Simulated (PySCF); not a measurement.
## Mayer bond orders and bond lengths

Species: C5H6Cl2O.
Atom-mapped SMILES: `[CH3:1][CH2:2]/[C:3]([Cl:4])=[CH:5]\[C:6](=[O:7])[Cl:8]` (hydrogens: H9, H10, H11 on C1; H12, H13 on C2; H14 on C5)

Geometry (GFN2-xTB, Å), atoms numbered from 1 in this order:
```
atom  x, y, z in Å
C1    -1.6737   -0.5348    0.5859
C2    -0.9123   -0.1241   -0.6803
C3     0.0790    0.9376   -0.3569
Cl4   -0.5384    2.5388   -0.3943
C5     1.3662    0.7621   -0.0058
C6     2.0027   -0.5350    0.0628
O7     1.5446   -1.6243   -0.0913
Cl8    3.7328   -0.3696    0.4371
H9    -0.9852   -0.9575    1.3122
H10   -2.4187   -1.2844    0.3361
H11   -2.1741    0.3227    1.0291
H12   -1.6185    0.2504   -1.4226
H13   -0.3920   -0.9954   -1.0777
H14    1.9868    1.6131    0.2286
```

Bond orders from the PBE0/pcSseg-1 density (PySCF). The structure is a single GFN2-xTB conformer in the gas phase; no vibrational or solvent corrections.

(1) Where do the orders between heavy atoms depart from those drawn in the SMILES?

(2) Set the Mayer orders of the bonds between heavy atoms beside their lengths.

Answers

(1) The largest departure is 0.321, at C3–C5 (drawn double, 1.679). Drawn single, order above 1.12: C3–Cl4 (1.137). Drawn double or triple, more than 0.30 short of the drawn order: C3–C5 (1.679).

(2) 
```tsv
bond	drawn as	length (Å)	Mayer order
C1–C2	single	1.533	1.028
C2–C3	single	1.488	1.033
C3–Cl4	single	1.716	1.137
C3–C5	double	1.346	1.679
C5–C6	single	1.446	1.001
C6–O7	double	1.192	2.005
C6–Cl8	single	1.778	0.964
```

Bonds between the same two heavy elements. C–C: lowest C5–C6 (1.001, 1.446 Å), highest C3–C5 (1.679, 1.346 Å); in 2 of the 6 pairs the longer bond (by over 0.003 Å) has the higher order (by 0.02 or more). C–Cl: lowest C6–Cl8 (0.964, 1.778 Å), highest C3–Cl4 (1.137, 1.716 Å).

Question: And the bonds to hydrogen?

Answer: C–H: 0.91 to 0.97 (6 bonds).

Question: Sum the orders of all bonds at each heavy atom with more than one neighbour and set the sums beside the valence in the SMILES.

Answer: C1 3.922 (drawn 4), C2 3.899 (drawn 4), C3 3.849 (drawn 4), C5 3.614 (drawn 4), C6 3.970 (drawn 4). Orders between atoms that aren't bonded are not in these sums.

Mayer orders depend on the basis set.

The run behind these numbers computed NMR shieldings as well. The run took about 90 s of CPU time (with the writing of density and orbital grids) (one thread, shared machine).
